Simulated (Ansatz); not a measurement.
Mulliken charges of CHClFNOSi (`O=C=N[SiH](F)Cl`) from r2SCAN/def2-TZVPP in Ansatz (PBE0-D4/def2-TZVP geometry).

```json
{"atom": "O1", "x (Å)": "0.815", "y (Å)": "-2.357", "z (Å)": "1.659", "charge (e)": "-0.198"}
{"atom": "C2", "x (Å)": "0.512", "y (Å)": "-1.560", "z (Å)": "0.875", "charge (e)": "0.318"}
{"atom": "N3", "x (Å)": "0.199", "y (Å)": "-0.771", "z (Å)": "0.028", "charge (e)": "-0.298"}
{"atom": "Si4", "x (Å)": "-0.274", "y (Å)": "0.722", "z (Å)": "-0.597", "charge (e)": "0.746"}
{"atom": "F5", "x (Å)": "0.918", "y (Å)": "1.293", "z (Å)": "-1.464", "charge (e)": "-0.289"}
{"atom": "Cl6", "x (Å)": "-0.653", "y (Å)": "2.034", "z (Å)": "0.904", "charge (e)": "-0.216"}
{"atom": "H7", "x (Å)": "-1.456", "y (Å)": "0.572", "z (Å)": "-1.450", "charge (e)": "-0.064"}
```

By hand: the dipole of these point charges (1 e Å = 4.8032 D).

Σ q r = (-0.293, -0.111, -0.183) e Å, of length 0.363 e Å = 1.74 D.

How does the dipole of the full density compare? (Estimate.)

Ansatz gave: (-0.210, 0.007, -0.119) e Å, 1.16 D; the point charges give 1.50 times that, at 20° from its direction.

Point charges leave out the atoms' own dipoles, such as those of lone pairs, and Mulliken's split depends on the basis, so the two needn't agree.
